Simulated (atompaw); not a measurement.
Varying the PAW (atompaw) potential for Xe (Z = 54)

Base potential:

- Element: xenon (Xe)
- Generator: atompaw 4.2.0.5
- Type: PAW
- Functional: PBE
- Relativity: scalar-relativistic
- Frozen core: [Kr]
- Valence charge: 18
- Reference configuration: 4d10 5s2 5p6
- Partial waves: 5s (bound): rc 1.40 bohr; 5s channel at -1.05 Ry: rc 1.40 bohr; 5p (bound): rc 2.20 bohr; 5p channel at 0.85 Ry: rc 2.20 bohr; 4d (bound): rc 2.20 bohr; 4d channel at -3 Ry: rc 2.20 bohr
- Local potential: bessel scheme, radius 1.60 bohr
- Core correction: smooth core density matched at 2.00 bohr
- Augmentation charge: besselshape compensation charge, radius 1.95 bohr; PAW radius 2.20 bohr; waves and projectors: custom polynom vanderbiltortho

All-electron outer shells of the reference configuration (PBE, scalar-relativistic, ld1.x):

```
shell  level (eV)  outermost node (bohr)  outermost maximum (bohr)
   4s     -197.46                   0.36                      0.66
   4p     -141.27                   0.36                      0.69
   4d      -59.38                   0.34                      0.75
   5s      -19.74                   0.85                      1.63
   5p       -8.23                   0.92                      1.91
```

Cutoffs, loose and tight: the cutoffs (Ry, on a coarse ladder) from which the occupation-weighted sum of valence levels, in a spherical-Bessel basis at the reference potential, stays within 10 and 1 mRy of its value at 400 Ry. They see the waves, projectors and local potential, not the compensation charge or the core. A dash means not determined.

A true bound ghost makes a file unfit for plane-wave use even where its test errors are small: the radial tests pick states by their node count and pass the ghost by.

```csv
change,outcome,"cutoff, loose","cutoff, tight",bound ghosts
base,generated,35 Ry,55 Ry,s
"local potential vpsmatchnc scheme with l = 3 at 0 Ry, radius 1.60 bohr",failed: atompaw: The overlap operator has at least one negative eigenvalue!,–,–,–
"augmentation besselshape compensation charge, radius 1.74 bohr; PAW radius 2.20 bohr; waves and projectors: custom polynom vanderbiltortho",generated,35 Ry,55 Ry,s
core correction smooth core density matched at 1.74 bohr,generated,35 Ry,55 Ry,s
wave 5p (bound): rc 2.20 bohr becomes 5p (bound): rc 1.48 bohr,failed: atompaw: The overlap operator has at least one negative eigenvalue!,–,–,–
"augmentation sinc compensation charge, radius 1.95 bohr; PAW radius 2.20 bohr; waves and projectors: custom polynom vanderbiltortho",generated,35 Ry,55 Ry,s
"local potential bessel scheme, radius 2.20 bohr",generated,35 Ry,55 Ry,s
wave 5p channel at 0.85 Ry: rc 2.20 bohr becomes 5p channel at 0.85 Ry: rc 2.08 bohr,generated,35 Ry,55 Ry,s
reference 4d10 5s2 5p4,generated,35 Ry,55 Ry,s
"all radii scaled by about 1.04 (s 1.46, p 2.30, d 2.30 bohr); local potential bessel scheme, radius 1.66 bohr; augmentation besselshape compensation charge, radius 2.04 bohr; PAW radius 2.30 bohr; waves and projectors: custom polynom vanderbiltortho; core correction smooth core density matched at 2.08 bohr",generated,30 Ry,50 Ry,s
```

Task: What comes out with this change to the base: core [Ar] 3d10, valence charge 26; reference 4s2 4p6 4d10 5s2 5p5; waves now 4s (bound): rc 0.95 bohr; 5s (bound): rc 1.25 bohr; 4p (bound): rc 1.25 bohr; 5p (bound): rc 1.25 bohr; 4d (bound): rc 1.25 bohr; 4d channel at -4.15 Ry: rc 1.25 bohr; local potential bessel scheme, radius 1.25 bohr; core correction smooth core density matched at 0.70 bohr; augmentation besselshape compensation charge, radius 1.15 bohr; PAW radius 1.25 bohr; waves and projectors: custom polynom vanderbiltortho?

Result: outcome: generated; cutoff, loose: 110 Ry; cutoff, tight: 180 Ry; bound ghosts: none.

Task: What comes out with this change to the base: augmentation besselshape compensation charge, radius 1.95 bohr; PAW radius 2.20 bohr; waves and projectors: custom polynom2 7 10 vanderbiltortho?

Result: outcome: generated; cutoff, loose: 21 Ry; cutoff, tight: 80 Ry; bound ghosts: s.
